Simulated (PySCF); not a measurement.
## How methods differ on the ionisation energy of Al⁺

Al⁺ [Ne] 3s2 (1S) → Al²⁺ [Ne] 3s1 (2S), as a difference of total energies. Computed with PySCF 2.14 in aug-cc-pCVTZ-DK, with the spin-free X2C one-electron Hamiltonian (Gaussian nucleus). Correlated levels: nothing frozen. The calculations carry no spin-orbit coupling.

```
                 method  ionisation energy (eV)
                    UHF                  17.551
    MP2 (all electrons)                  18.502
SCS-MP2 (all electrons)                  18.611
   CCSD (all electrons)                  18.713
CCSD(T) (all electrons)                  18.751
```

Errors of the correlated levels include the incompleteness of this basis.

Problem. Which method comes closest to the reference value, and which is furthest?

Solution. The reference is 18.829 eV (measured; NIST Atomic Spectra Database, ionization energies). Closest: CCSD(T) (all electrons) (error -0.078 eV); furthest: UHF (error -1.278 eV).
